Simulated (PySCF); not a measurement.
These are PBE-D3(BJ)/def2-TZVP // PBE0-D3(BJ)/def2-TZVP in PySCF values and carry that method's errors. All species are isolated molecules in the gas phase. One relaxed conformer stands for a flexible species; it need not be the lowest. Excitations are Tamm–Dancoff values on a coarser integration grid. The basis has no diffuse functions, so Rydberg states are missing or too high.

Reference species (SMILES): `[SiH3][Ga]([SH])[SH]` (S–Ga–S–H torsion -179°, S–Ga–S–H torsion 0°) (neutral, multiplicity 1).

| Property | Value |
|---|---|
| HOMO–LUMO gap | 4.00 eV |
| HOMO | -6.29 eV |
| T1 excitation (TDA) | 3.81 eV |

After one change: the HOMO–LUMO gap decreases by 1.09 eV; the HOMO hardly moves; the T1 excitation (TDA) decreases by 1.18 eV.

### Question
Which change was made? The new species is one of these.
A) `[SiH3][Ga]([SiH3])[SH]` (Si–Ga–S–H torsion 1°)
B) `[SiH3][Ga]([SiH3])[SiH3]`
C) `[SH][Ga]([SH])[SH]`

### Answer
B, `[SiH3][Ga]([SiH3])[SiH3]`
